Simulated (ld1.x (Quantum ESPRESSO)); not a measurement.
The numbers below are computed, except where a source is named.
Hardness and transferability of assorted potentials

Generated with ld1.x 7.5 (TM, RRKJ, ultrasoft, PAW), atompaw 4.2 or ONCVPSP 4.0.1. The cutoff is in Ry: for ld1.x and atompaw files where the sum of valence levels is converged to 10 mRy in a Bessel basis, for ONCV files where the hardest occupied wave has 1 mHa per electron of residual kinetic energy. The error is the largest all-electron minus pseudo excitation energy over each file’s own four to seven test configurations (ionisations up to +4, promotions, holes and added fractions of an electron), all of which were solved. The labels leave out finer settings (local radius, basis sizes, second energies), which also bear on the numbers. Spin-polarised tests are not counted. The rows are a selection from randomly drawn settings: files with unsolved tests, undetermined cutoffs or missed reference levels are left out.

A true bound ghost makes a file unfit for plane-wave use even where its test errors are small: the radial tests pick states by their node count and pass the ghost by.

```csv
element,potential,cutoff (Ry),largest error (meV),bound ghosts
Nb,"TM, PBEsol, scalar-relativistic, rc 3.20/1.80/1.45/3.25 (spdf), local d, core correction no, reference 4p6 4d4 5s0 5p0",40,+11,s
Mo,"TM, PBEsol, scalar-relativistic, rc 2.40/3.04/1.30 (spd), local smoothed, core correction no, reference 4d3 5s0 5p0",50,+559,"s, p"
Ir,"TM, LDA (PZ), scalar-relativistic, rc 2.00/2.35/1.35 (spd), local d, core correction yes, reference 5d7 6s2 6p0",40,-339,"s, p"
```

**Question.** Fill in the row for Ni: TM semilocal, PBEsol, scalar-relativistic, rc 1.60/2.00/1.15 (spd), local s, core correction yes, reference 3d8 4s2 4p0.

**Answer.** cutoff 180 Ry, largest error -195 meV, bound ghosts: none.

**Question.** Fill in the row for Sc: RRKJ, PW91, fully relativistic, rc 2.30/3.70/2.10 (spd), local s, core correction no, reference 3d1 4s1.75 4p0.

**Answer.** cutoff 35 Ry, largest error +571 meV, bound ghosts: none.

**Question.** Fill in the row for O: ultrasoft, PW91, non-relativistic, rc 1.08/1.75 (sp), local smoothed, core correction no, reference 2s2 2p2.

**Answer.** cutoff 30 Ry, largest error +515 meV, bound ghosts: none.
